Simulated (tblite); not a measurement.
A tight-binding relaxation on `[CH+]=[C]C#CCC#N` [radical].

Computed with GFN2-xTB geometry optimisation, gas phase (tblite 0.8.0). Start geometry: from a force field or distance geometry. A driver script takes a list of jobs; this job's settings line and coordinates (Å) are shown.

Command:
```bash
OMP_NUM_THREADS=1 python probes_run.py task.json out
```

Input:
```
{"job": {"kind": "relax", "xc": "GFN2-xTB", "basis": "xTB"}, "charge": 1, "multiplicity": 2}
C      2.955500     0.586100    -1.637000
C      1.769400     1.156700    -1.601700
C      0.752600     0.500900    -0.844200
C     -0.148200    -0.022800    -0.217500
C     -1.206600    -0.671600     0.587700
C     -2.354600     0.206400     0.774700
N     -3.270400     0.907300     0.950700
H      3.754700    -0.108400    -1.466300
H     -0.727100    -0.955900     1.553500
H     -1.516400    -1.594000     0.024800
```

Output:
```
step      E/eV     max force
  0    -449.82197    6.473
  1    -449.58322   12.737
  2    -450.37748    4.666
  3    -450.20723    7.504
  4    -450.68668    2.106
  5    -450.74585    3.341
  6    -450.91278    1.514
  7    -451.05041    1.107
  8    -451.10934    1.080
  9    -451.15928    0.663
... (55 lines left out)
 65    -451.72290    0.058
 66    -451.72298    0.063
 67    -451.72308    0.056
 68    -451.72317    0.031
 69    -451.72323    0.021
 70    -451.72326    0.019
 71    -451.72328    0.017
 72    -451.72330    0.017
 73    -451.72332    0.015
 74    -451.72333    0.005
```

«max force» is the largest atomic force in eV/Å.

Q: From which step on does the largest force stay under 0.1 eV/Å, and how much energy is left to gain from there?

A: From step 52 (0.087 eV/Å), 2.1 meV above the end.

In short: energy lowered by 43.8 kcal/mol over 74 steps; largest atomic force 0.005 eV/Å at the end.

Q: Give the final coordinates.

A: 0.617 Å rms from the input after alignment:
```
atom  x, y, z in Å
C1     3.0570    0.6850   -1.7192
C2     2.0183    0.3569   -1.1658
C3     0.8798    0.0027   -0.5621
C4    -0.1551   -0.3495   -0.0029
C5    -1.3655   -0.7200    0.6376
C6    -2.3071    0.3884    0.6628
N7    -3.0469    1.2499    0.6850
H8     3.9560    0.9693   -2.1978
H9    -1.1782   -1.0226    1.6804
H10   -1.8493   -1.5555    0.1067
```

The run took 0.54 s of wall time on Arm Neoverse N1, one thread, no GPU, shared host with 64 logical CPUs at a one-minute load of 30.
Labels such as C1 count atoms from 1, the log's own numbers from 0.
